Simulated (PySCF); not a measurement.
HfI₄, triplet, at a GFN2-xTB geometry (such geometries of metal compounds can be far from the true shape) (the multiplicity is a formal guess) (core potentials on Hf, I); DF-TPSS/def2-SVP run with PySCF.

Here is a job for PySCF.
```python
from pyscf import gto, scf, dft

mol = gto.M(
    atom='''
Hf   -0.000000    0.000000    0.000000
I     2.175979   -0.681159   -1.621279
I     0.887470    0.436158    2.617169
I    -1.198787    2.330704   -0.978845
I    -1.864662   -2.085702   -0.017045
''',
    basis='def2-svp',
    ecp={'Hf': 'def2-svp', 'I': 'def2-svp'},
    charge=0,
    spin=2,
    verbose=4,
)

mf = dft.UKS(mol)
mf.xc = 'tpss'
mf = mf.density_fit(auxbasis='def2-universal-jkfit')
mf.kernel()
mf.analyze()
```

**Question.** Predict the main parts of the log of this PySCF run.

**Answer.** 
```
PySCF version 2.14.0

[INPUT] verbose = 4
[INPUT] num. atoms = 5
[INPUT] num. electrons = 112
[INPUT] charge = 0
[INPUT] spin (= nelec alpha-beta = 2S) = 2
[INPUT] symmetry False subgroup None
[INPUT] Mole.unit = angstrom
[INPUT] Symbol           X                Y                Z      unit          X                Y                Z       unit  Magmom
[...]
nuclear repulsion = 661.321772054051
number of shells = 52
number of NR pGTOs = 301
number of NR cGTOs = 136
basis = def2-svp
ecp = {'Hf': 'def2-svp', 'I': 'def2-svp'}

******** <class 'pyscf.df.df_jk.DFUKS'> ********
method = DFUKS
initial guess = minao
damping factor = 0
level_shift factor = 0
DIIS = <class 'pyscf.scf.diis.CDIIS'>
diis_start_cycle = 1
diis_space = 8
diis_damp = 0
SCF conv_tol = 1e-09
SCF conv_tol_grad = None
SCF max_cycles = 50
direct_scf = False
number electrons alpha = 57  beta = 55
XC library pyscf.dft.libxc version 7.1.2
    S. Lehtola, C. Steigemann, M. J. T. Oliveira, and M. A. L. Marques,  SoftwareX 7, 1–5 (2018)
XC functionals = tpss
    J. Tao, J. P. Perdew, V. N. Staroverov, and G. E. Scuseria,  Phys. Rev. Lett. 91, 146401 (2003)
    J. P. Perdew, J. Tao, V. N. Staroverov, and G. E. Scuseria,  J. Chem. Phys. 120, 6898 (2004)
    J. Tao, J. P. Perdew, V. N. Staroverov, and G. E. Scuseria,  Phys. Rev. Lett. 91, 146401 (2003)
    J. P. Perdew, J. Tao, V. N. Staroverov, and G. E. Scuseria,  J. Chem. Phys. 120, 6898 (2004)
radial grids:
    Treutler-Ahlrichs [JCP 102, 346 (1995); DOI:10.1063/1.469408] (M4) radial grids

becke partition: Becke, JCP 88, 2547 (1988); DOI:10.1063/1.454033
pruning grids: <function nwchem_prune>
grids dens level: 3
symmetrized grids: False
atomic radii adjust function: <function treutler_atomic_radii_adjust>
small_rho_cutoff = 0
Set gradient conv threshold to 3.16228e-05
tot grids = 111624
init E= -1099.64012240017

cycle= 1 E= -1233.12820668429  delta_E= -133  |g|= 4.33  |ddm|= 13.4
cycle= 2 E= -1230.32580297506  delta_E=  2.8  |g|= 4.24  |ddm|= 11.2

cycle= 3 E= -1235.86772130938  delta_E= -5.54  |g|= 1.67  |ddm|= 7.75

cycle= 4 E= -1235.66102223339  delta_E= 0.207  |g|= 2.24  |ddm|= 6.63

cycle= 5 E= -1238.13410411296  delta_E= -2.47  |g|= 0.764  |ddm|= 1.47

cycle= 6 E= -1238.44989143102  delta_E= -0.316  |g|= 0.275  |ddm|= 1.35

cycle= 7 E= -1238.41405270845  delta_E= 0.0358  |g|= 0.315  |ddm|= 1.32

cycle= 8 E= -1238.47050498301  delta_E= -0.0565  |g|= 0.212  |ddm|= 1.12

cycle= 9 E= -1238.5063861646  delta_E= -0.0359  |g|= 0.126  |ddm|= 1.11

cycle= 10 E= -1238.5014334575  delta_E= 0.00495  |g|= 0.136  |ddm|=  1.1

cycle= 11 E= -1238.51344850126  delta_E= -0.012  |g|= 0.103  |ddm|= 0.74

cycle= 12 E= -1238.51804843759  delta_E= -0.0046  |g|= 0.0866  |ddm|= 0.952

cycle= 13 E= -1238.52728062933  delta_E= -0.00923  |g|= 0.0416  |ddm|= 0.731

cycle= 14 E= -1238.52702908475  delta_E= 0.000252  |g|= 0.0438  |ddm|= 0.0916

cycle= 15 E= -1238.52591483376  delta_E= 0.00111  |g|= 0.0515  |ddm|= 0.211

cycle= 16 E= -1238.52970745743  delta_E= -0.00379  |g|= 0.0137  |ddm|= 0.226

cycle= 17 E= -1238.52978380641  delta_E= -7.63e-05  |g|= 0.0116  |ddm|= 0.0509

cycle= 18 E= -1238.52998153324  delta_E= -0.000198  |g|= 0.00276  |ddm|= 0.0664

cycle= 19 E= -1238.52997078878  delta_E= 1.07e-05  |g|= 0.00396  |ddm|= 0.0378

cycle= 20 E= -1238.52998577756  delta_E= -1.5e-05  |g|= 0.00232  |ddm|= 0.0137

cycle= 21 E= -1238.52999138805  delta_E= -5.61e-06  |g|= 0.00131  |ddm|= 0.00672

cycle= 22 E= -1238.52999284771  delta_E= -1.46e-06  |g|= 0.000875  |ddm|= 0.00482

cycle= 23 E= -1238.5299939614  delta_E= -1.11e-06  |g|= 0.00028  |ddm|= 0.00607

cycle= 24 E= -1238.52999392285  delta_E= 3.85e-08  |g|= 0.000311  |ddm|= 0.00161

cycle= 25 E= -1238.52999389209  delta_E= 3.08e-08  |g|= 0.000347  |ddm|= 0.00129

cycle= 26 E= -1238.52999406863  delta_E= -1.77e-07  |g|= 5.67e-05  |ddm|= 0.00208

cycle= 27 E= -1238.52999407418  delta_E= -5.55e-09  |g|= 1.93e-05  |ddm|= 0.000743

cycle= 28 E= -1238.52999407442  delta_E= -2.41e-10  |g|= 1.61e-05  |ddm|= 0.000201

Extra cycle  E= -1238.52999390938  delta_E= 1.65e-07  |g|= 0.000331  |ddm|= 0.00198
SCF not converged.
SCF energy = -1238.52999390938 after 50 cycles  <S^2> = 2.0036401  2S+1 = 3.0024258
**** SCF Summaries ****
Total Energy =                       -1238.529993909376117
Nuclear Repulsion Energy =             661.321772054051166
One-electron Energy =                -3471.507681817274261
Two-electron Energy =                 1571.655915853847091
Two-electron Coulomb Energy =         1666.077117983251583
DFT Exchange-Correlation Energy =      -94.421202129404392
**** MO energy ****
                             alpha | beta                alpha | beta
[...]
spin_pop of  0 Hf 5s        0.00027
spin_pop of  0 Hf 6s        0.01714
spin_pop of  0 Hf 7s        0.00102
spin_pop of  0 Hf 8s       -0.00069
spin_pop of  0 Hf 9s       -0.00015
spin_pop of  0 Hf 10s       -0.00001
spin_pop of  0 Hf 5px       0.00108
spin_pop of  0 Hf 5py       0.00445
spin_pop of  0 Hf 5pz       0.00411
spin_pop of  0 Hf 6px       0.00107
spin_pop of  0 Hf 6py      -0.00290
spin_pop of  0 Hf 6pz      -0.00314
spin_pop of  0 Hf 7px       0.00273
spin_pop of  0 Hf 7py      -0.00120
spin_pop of  0 Hf 7pz      -0.00097
spin_pop of  0 Hf 5dxy      0.08802
spin_pop of  0 Hf 5dyz      0.03546
spin_pop of  0 Hf 5dz^2     0.06138
spin_pop of  0 Hf 5dxz      0.04946
spin_pop of  0 Hf 5dx2-y2    0.52528
spin_pop of  0 Hf 6dxy      0.00979
spin_pop of  0 Hf 6dyz      0.00345
spin_pop of  0 Hf 6dz^2     0.00696
spin_pop of  0 Hf 6dxz      0.00591
spin_pop of  0 Hf 6dx2-y2    0.09491
spin_pop of  0 Hf 5f-3      0.00521
spin_pop of  0 Hf 5f-2      0.00179
spin_pop of  0 Hf 5f-1      0.00031
spin_pop of  0 Hf 5f+0      0.00013
spin_pop of  0 Hf 5f+1      0.00020
spin_pop of  0 Hf 5f+2      0.00090
spin_pop of  0 Hf 5f+3      0.00047
spin_pop of  1 I 4s       -0.00001
spin_pop of  1 I 5s        0.00046
spin_pop of  1 I 6s       -0.00001
spin_pop of  1 I 7s       -0.00004
spin_pop of  1 I 4px       0.00001
spin_pop of  1 I 4py      -0.00006
spin_pop of  1 I 4pz       0.00371
spin_pop of  1 I 5px       0.00069
spin_pop of  1 I 5py      -0.00001
spin_pop of  1 I 5pz       0.00049
spin_pop of  1 I 6px       0.00109
spin_pop of  1 I 6py      -0.00203
spin_pop of  1 I 6pz       0.24010
spin_pop of  1 I 7px       0.00798
spin_pop of  1 I 7py      -0.00041
spin_pop of  1 I 7pz       0.00757
spin_pop of  1 I 4dxy     -0.00012
spin_pop of  1 I 4dyz     -0.00017
spin_pop of  1 I 4dz^2     0.00015
spin_pop of  1 I 4dxz     -0.00013
spin_pop of  1 I 4dx2-y2    0.00005
spin_pop of  1 I 5dxy      0.00171
spin_pop of  1 I 5dyz      0.00072
spin_pop of  1 I 5dz^2     0.00067
spin_pop of  1 I 5dxz      0.00101
spin_pop of  1 I 5dx2-y2    0.01164
spin_pop of  2 I 4s       -0.00001
spin_pop of  2 I 5s        0.00046
spin_pop of  2 I 6s       -0.00008
spin_pop of  2 I 7s       -0.00004
spin_pop of  2 I 4px       0.00003
spin_pop of  2 I 4py       0.00001
spin_pop of  2 I 4pz       0.00371
spin_pop of  2 I 5px       0.00029
spin_pop of  2 I 5py       0.00000
spin_pop of  2 I 5pz       0.00049
spin_pop of  2 I 6px       0.00039
spin_pop of  2 I 6py       0.00079
spin_pop of  2 I 6pz       0.24157
spin_pop of  2 I 7px       0.00467
spin_pop of  2 I 7py       0.00042
spin_pop of  2 I 7pz       0.00687
spin_pop of  2 I 4dxy      0.00170
spin_pop of  2 I 4dyz      0.00010
spin_pop of  2 I 4dz^2    -0.00003
spin_pop of  2 I 4dxz     -0.00057
spin_pop of  2 I 4dx2-y2    0.00004
spin_pop of  2 I 5dxy      0.00649
spin_pop of  2 I 5dyz      0.00114
spin_pop of  2 I 5dz^2     0.00028
spin_pop of  2 I 5dxz      0.00067
spin_pop of  2 I 5dx2-y2    0.00449
spin_pop of  3 I 4s       -0.00001
spin_pop of  3 I 5s        0.00046
spin_pop of  3 I 6s       -0.00015
spin_pop of  3 I 7s       -0.00003
spin_pop of  3 I 4px       0.00022
spin_pop of  3 I 4py       0.00023
spin_pop of  3 I 4pz       0.00014
spin_pop of  3 I 5px       0.01756
spin_pop of  3 I 5py       0.00003
spin_pop of  3 I 5pz       0.00002
spin_pop of  3 I 6px       0.01446
spin_pop of  3 I 6py       0.01621
spin_pop of  3 I 6pz       0.01011
spin_pop of  3 I 7px       0.19514
spin_pop of  3 I 7py       0.00010
spin_pop of  3 I 7pz       0.00061
spin_pop of  3 I 4dxy      0.00065
spin_pop of  3 I 4dyz      0.00049
spin_pop of  3 I 4dz^2     0.00007
spin_pop of  3 I 4dxz     -0.00014
spin_pop of  3 I 4dx2-y2    0.00001
spin_pop of  3 I 5dxy      0.00337
spin_pop of  3 I 5dyz      0.00359
spin_pop of  3 I 5dz^2     0.00344
spin_pop of  3 I 5dxz      0.00022
spin_pop of  3 I 5dx2-y2    0.00182
spin_pop of  4 I 4s       -0.00001
spin_pop of  4 I 5s        0.00046
spin_pop of  4 I 6s       -0.00017
spin_pop of  4 I 7s       -0.00004
spin_pop of  4 I 4px       0.00022
spin_pop of  4 I 4py       0.00019
spin_pop of  4 I 4pz       0.00016
spin_pop of  4 I 5px       0.01772
spin_pop of  4 I 5py       0.00002
spin_pop of  4 I 5pz       0.00002
spin_pop of  4 I 6px       0.01409
spin_pop of  4 I 6py       0.01247
spin_pop of  4 I 6pz       0.01112
spin_pop of  4 I 7px       0.19857
spin_pop of  4 I 7py       0.00068
spin_pop of  4 I 7pz       0.00083
spin_pop of  4 I 4dxy      0.00067
spin_pop of  4 I 4dyz     -0.00065
spin_pop of  4 I 4dz^2     0.00111
spin_pop of  4 I 4dxz      0.00034
spin_pop of  4 I 4dx2-y2    0.00001
spin_pop of  4 I 5dxy      0.00369
spin_pop of  4 I 5dyz      0.00106
spin_pop of  4 I 5dz^2     0.00499
spin_pop of  4 I 5dxz      0.00247
spin_pop of  4 I 5dx2-y2   -0.00003
In total            57.00000 | 55.00000
Dipole moment(X, Y, Z, Debye): -0.00374, -0.01703,  0.00323
```

Convergence was not reached.
